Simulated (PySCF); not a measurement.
# Correlation energy of C (carbon, neutral)

[He] 2s2 2p2, high-spin 3P determinant. Computed with PySCF 2.14 in aug-cc-pVDZ-DK, with the spin-free X2C one-electron Hamiltonian (Gaussian nucleus). Frozen: 1s2; 4 electrons correlated.

MP2 pair energies summed by pair of shells (mhartree):

```csv
pair,energy,share (%)
2s-2p,-31.75,59.1
2s-2s,-16.12,30.0
2p-2p,-5.85,10.9
```

Total MP2 correlation energy: -53.71 mhartree.

Same-spin part -9.81 and opposite-spin part -43.90 mhartree; SCS-MP2 scales them by 1/3 and 6/5 to -55.95 mhartree.

```
  level  correlation energy (mhartree)
   CCSD                         -75.84
    (T)                          -1.26
CCSD(T)                         -77.10
```

Diagnostics: T1 = 0.0096, D1 = 0.0172, largest double amplitude 0.078.

Cost of the coupled-cluster step: 0.09 s of wall time on 1 thread of Intel(R) Xeon(R) 6975P-C (shared host), for 4 correlated electrons.

Iterations:

```
CC2 = 0
CCSD nocc = (np.int64(3), np.int64(1)), nmo = (22, 22)
frozen orbitals [[0], [0]]
max_cycle = 100
direct = 0
conv_tol = 1e-08
conv_tol_normt = 1e-06
diis_space = 8
diis_start_cycle = 0
Init t2, MP2 energy = -0.0537120400603375
Init E_corr(UCCSD) = -0.053712040060905
cycle = 1  E_corr(UCCSD) = -0.0680682326085426  dE = -0.0143561925  norm(t1,t2) = 0.0497051
cycle = 2  E_corr(UCCSD) = -0.0725501065807397  dE = -0.00448187397  norm(t1,t2) = 0.0220327
cycle = 3  E_corr(UCCSD) = -0.0758882822736671  dE = -0.00333817569  norm(t1,t2) = 0.0113536
cycle = 4  E_corr(UCCSD) = -0.0758236155756681  dE = 6.4666698e-05  norm(t1,t2) = 0.0017878
cycle = 5  E_corr(UCCSD) = -0.0758498753462252  dE = -2.62597706e-05  norm(t1,t2) = 0.000322815
cycle = 6  E_corr(UCCSD) = -0.0758397466927263  dE = 1.01286535e-05  norm(t1,t2) = 7.3709e-05
cycle = 7  E_corr(UCCSD) = -0.0758448198567592  dE = -5.07316403e-06  norm(t1,t2) = 2.1025e-05
cycle = 8  E_corr(UCCSD) = -0.075844259483097  dE = 5.60373662e-07  norm(t1,t2) = 6.56675e-06
cycle = 9  E_corr(UCCSD) = -0.0758440378203285  dE = 2.21662768e-07  norm(t1,t2) = 1.82742e-06
cycle = 10  E_corr(UCCSD) = -0.075844150874627  dE = -1.13054299e-07  norm(t1,t2) = 5.01661e-07
cycle = 11  E_corr(UCCSD) = -0.0758441498496762  dE = 1.02495087e-09  norm(t1,t2) = 1.0621e-07
UCCSD converged
E(UCCSD) = -37.77853294225085  E_corr = -0.07584414984967616
UCCSD(T) correction = -0.0012602389651408
```
